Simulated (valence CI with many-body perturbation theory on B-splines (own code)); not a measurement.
Energy levels of Hf⁺

Calculated by configuration interaction combined with many-body perturbation theory (CI+MBPT): three valence electrons over a frozen Dirac-Fock core [Xe] 4f14, a basis of 7 s, 7 p, 8 d, 6 f, 4 g, 1 h functions for each j, with the one-electron correlation potential Σ1, the two-electron term Σ2, the three-electron term Σ3, Breit, model QED; selected CI, second order for the rest, scaled by the run's own slope (own B-spline code, finite nucleus).

Against 15 measured levels this calculation errs by 694 cm⁻¹ on average and by 1298 at most. These come from a selection out of the NIST Handbook of Basic Atomic Spectroscopic Data. Levels without a partner in it may be off by more, other configurations by 1,000 to 4,000 cm⁻¹. 3 measured levels below the end of the list, from 34942 cm⁻¹ on, found no clear computed partner.

Levels 46 to 90 of 234, with energies above the lowest level, 5d.6s2 2D_3/2. "Leading %" is the weight of the configuration and term that name the level; weights of strongly mixed levels are sums over their largest components and can fall short. In the jj column 3d3/2^4 stands for four electrons in 3d with j = 3/2. Lifetimes count E1, E2, E3, M1 and M2 decay at the calculated energies, and are blank where another channel may lead or the interval is too uncertain; long ones can be off by a factor of two.

| No. | Configuration | Term | J | E (cm⁻¹) | Leading % | Leading jj | Lifetime | Second component |
| --- | --- | --- | --- | --- | --- | --- | --- | --- |
| 46 | 6s2.6p | 2P° | 3/2 | 36389 | 28 | 5d3/2 6s 6p3/2 (41 %) | 14.8 ns | 23 % 5d.6s.6p 4D° |
| 47 | 5d.6s.6p | 4D° | 7/2 | 36486 | 70 | 5d5/2 6s 6p3/2 (40 %) | 16.2 ns | 11 % 5d.6s.6p 4F° |
| 48 | 5d2.6p | 2D° | 3/2 | 37030 | 45 | 5d3/2^2 6p1/2 (42 %) | 3.44 ns | 16 % 5d.6s.6p 2D° |
| 49 | 5d2.6p | 4G° | 7/2 | 37447 | 66 | 5d3/2 5d5/2 6p1/2 (62 %) | 4.97 ns | 19 % 5d2.6p 2F° |
| 50 | 5d2.6p | 4G° | 5/2 | 37714 | 43 | 5d3/2 5d5/2 6p1/2 (34 %) | 4.89 ns | 15 % 5d.6s.6p 2F° |
| 51 | 5d.6s.6p | 4F° | 9/2 | 37924 | 92 | 5d5/2 6s 6p3/2 (92 %) | 45.9 ns | 4 % 5d2.6p 4F° |
| 52 | 5d.6s.6p | 4P° | 1/2 | 38198 | 90 | 5d3/2 6s 6p3/2 (84 %) | 26.5 ns |  |
| 53 | 5d.6s.6p | 4P° | 3/2 | 39184 | 64 | 5d5/2 6s 6p3/2 (34 %) | 28.3 ns | 21 % 6s2.6p 2P° |
| 54 | 5d.6s.6p | 4P° | 5/2 | 40114 | 66 | 5d5/2 6s 6p3/2 (68 %) | 13.0 ns | 13 % 5d.6s.6p 2D° |
| 55 | 5d2.6p | 2F° | 7/2 | 40523 | 35 | 5d5/2 6s 6p3/2 (20 %) | 5.10 ns | 29 % 5d.6s.6p 2F° |
| 56 | 5d2.6p | 2D° | 5/2 | 40812 | 26 | 5d3/2 5d5/2 6p1/2 (31 %) | 2.91 ns | 23 % 5d2.6p 4F° |
| 57 | 5d2.6p | 4G° | 9/2 | 41163 | 88 | 5d3/2 5d5/2 6p3/2 (43 %) | 3.96 ns |  |
| 58 | 5d2.6p | 4F° | 3/2 | 41317 | 73 | 5d3/2^2 6p3/2 (50 %) | 2.12 ns | 7 % 5d2.6p 2D° |
| 59 | 5d2.6p | 2P° | 3/2 | 42152 | 34 | 5d5/2 6s 6p3/2 (36 %) | 2.51 ns | 28 % 5d.6s.6p 2P° |
| 60 | 5d2.6p | 2P° | 1/2 | 42289 | 39 | 5d3/2^2 6p3/2 (55 %) | 1.67 ns | 28 % 5d.6s.6p 2P° |
| 61 | 5d2.6p | 4F° | 5/2 | 42588 | 49 | 5d3/2^2 6p3/2 (46 %) | 2.29 ns | 16 % 5d2.6p 2D° |
| 62 | 5d.6s.6p | 2F° | 5/2 | 43184 | 50 | 5d3/2 6s 6p3/2 (21 %) | 3.77 ns | 18 % 5d2.6p 2F° |
| 63 | 5d2.6p | 4F° | 7/2 | 43355 | 59 | 5d3/2 5d5/2 6p3/2 (39 %) | 2.48 ns | 14 % 5d2.6p 2G° |
| 64 | 5d.6s.6p | 2F° | 7/2 | 43794 | 36 | 5d5/2 6s 6p3/2 (39 %) | 4.12 ns | 25 % 5d2.6p 2F° |
| 65 | 5d3 | 2D | 5/2 | 43881 | 84 | 5d5/2^3 (42 %) |  | 5 % 5d3 2F |
| 66 | 5d3 | 2D | 3/2 | 44058 | 90 | 5d3/2 5d5/2^2 (76 %) |  |  |
| 67 | 5d2.6p | 4D° | 1/2 | 44644 | 62 | 5d3/2^2 6p1/2 (34 %) | 2.12 ns | 12 % 5d.6s.6p 2P° |
| 68 | 5d2.6p | 4F° | 9/2 | 44827 | 50 | 5d3/2 5d5/2 6p3/2 (55 %) | 2.68 ns | 33 % 5d2.6p 2G° |
| 69 | 5d2.6p | 4G° | 11/2 | 44913 | 96 | 5d5/2^2 6p3/2 (67 %) | 3.25 ns |  |
| 70 | 5d2.6p | 2S° | 1/2 | 45386 | 67 | 5d3/2 5d5/2 6p1/2 (52 %) | 2.73 ns | 14 % 5d2.6p 4P° |
| 71 | 5d2.6p | 4D° | 3/2 | 45418 | 83 | 5d3/2 5d5/2 6p3/2 (44 %) | 1.87 ns | 4 % 5d.6s.6p 2P° |
| 72 | 5d2.6p | 2G° | 7/2 | 45848 | 63 | 5d3/2 5d5/2 6p3/2 (42 %) | 3.12 ns | 19 % 5d2.6p 4F° |
| 73 | 5d2.6p | 4D° | 5/2 | 46619 | 78 | 5d3/2 5d5/2 6p3/2 (41 %) | 1.88 ns | 7 % 5d2.6p 2D° |
| 74 | 5d2.6p | 4D° | 1/2 | 47104 | 85 | 5d3/2 5d5/2 6p1/2 (27 %) | 2.27 ns |  |
| 75 | 5d2.6p | 4D° | 3/2 | 47200 | 61 | 5d3/2 5d5/2 6p1/2 (66 %) | 2.55 ns | 11 % 5d2.6p 2D° |
| 76 | 5d2.6p | 4D° | 7/2 | 47678 | 66 | 5d5/2^2 6p3/2 (32 %) | 1.83 ns | 9 % 5d.6s.6p 2F° |
| 77 | 5d2.6p | 4D° | 5/2 | 48255 | 40 | 5d3/2 5d5/2 6p1/2 (48 %) | 2.61 ns | 18 % 5d2.6p 2D° |
| 78 | 5d2.6p | 2G° | 9/2 | 48575 | 40 | 5d5/2^2 6p3/2 (55 %) | 2.96 ns | 37 % 5d2.6p 4F° |
| 79 | 5d2.6p | 4S° | 3/2 | 49550 | 71 | 5d3/2 5d5/2 6p1/2 (30 %) | 2.83 ns | 8 % 5d.6s.6p 2P° |
| 80 | 5d2.6p | 2F° | 5/2 | 50207 | 46 | 5d3/2 5d5/2 6p3/2 (24 %) | 1.49 ns | 35 % 5d.6s.6p 2F° |
| 81 | 5d2.6p | 2D° | 3/2 | 50340 | 34 | 5d3/2^2 6p3/2 (33 %) | 1.84 ns | 20 % 5d2.6p 4D° |
| 82 | 5d2.6p | 2F° | 7/2 | 51346 | 59 | 5d3/2 5d5/2 6p3/2 (58 %) | 1.84 ns | 10 % 5d.6s.6p 2F° |
| 83 | 5d2.6p | 4D° | 5/2 | 51824 | 51 | 5d3/2 5d5/2 6p3/2 (72 %) | 2.21 ns | 19 % 5d2.6p 2D° |
| 84 | 5d.6s.6p | 2P° | 1/2 | 51992 | 44 | 5d5/2 6s 6p3/2 (28 %) | 1.76 ns | 19 % 5d2.6p 4P° |
| 85 | 5d2.6p | 4P° | 3/2 | 52230 | 56 | 5d5/2^2 6p1/2 (35 %) | 2.48 ns | 16 % 5d.6s.6p 2P° |
| 86 | 5d2.6p | 2G° | 7/2 | 52357 | 48 | 5d3/2 5d5/2 6p1/2 (24 %) | 2.48 ns | 20 % 5d2.6p 4D° |
| 87 | 5d2.6p | 2G° | 9/2 | 52415 | 47 | 5d5/2^2 6p1/2 (43 %) | 4.10 ns | 45 % 5d2.6p 2H° |
| 88 | 5d2.6p | 4P° | 1/2 | 52509 | 55 | 5d3/2 5d5/2 6p3/2 (41 %) | 2.38 ns | 18 % 5d.6s.6p 2P° |
| 89 | 5d2.6p | 4P° | 3/2 | 52770 | 25 | 5d3/2 5d5/2 6p3/2 (36 %) | 2.07 ns | 12 % 5d.6s.6p 2P° |
| 90 | 5d2.6p | 4D° | 7/2 | 52994 | 56 | 5d3/2 5d5/2 6p3/2 (47 %) | 2.19 ns | 31 % 5d2.6p 2G° |

Names give the largest LS component (configuration and term), which can be under half, so a name can repeat, a term be missing and a line seem to break the LS rules; names also repeat where a configuration has a term twice.

Where two levels of one J and parity lie close, their mixing, g and order are uncertain.
